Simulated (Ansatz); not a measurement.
**From O to Te: the dipole moment**

One atom is swapped for its congeners: C2H5O (ethoxy radical) `CC[O]`; C2H5Se `CC[Se]`; C2H5Te `CC[Te]`. The S member is missing. All are doublets with charge 0.

Shapes, held fixed at every level: PBE0-D4/def2-TZVP. Programs: Ansatz 0.2.0. Values in D.

Question: How should the dipole moment change along the series?

Answer: At wB97M-V/def2-TZVPP the dipole moment falls at every step, from 2.06 to 1.38 D. Every level shows the same order. Open shells run unrestricted unless RO is named. For atoms past krypton def2 sets carry core potentials with scalar relativity. Relativity is left out for Se unless named.

```json
{"level": "PBE-D4/def2-TZVPP", "C2H5O": "2.14", "C2H5Se": "1.69", "C2H5Te": "1.45"}
{"level": "r2SCAN-D4/def2-TZVPP", "C2H5O": "2.07", "C2H5Se": "1.77", "C2H5Te": "1.54"}
{"level": "B3LYP-D4/def2-TZVPP", "C2H5O": "2.10", "C2H5Se": "1.67", "C2H5Te": "1.42"}
{"level": "wB97M-V/def2-TZVPP", "C2H5O": "2.06", "C2H5Se": "1.64", "C2H5Te": "1.38"}
```
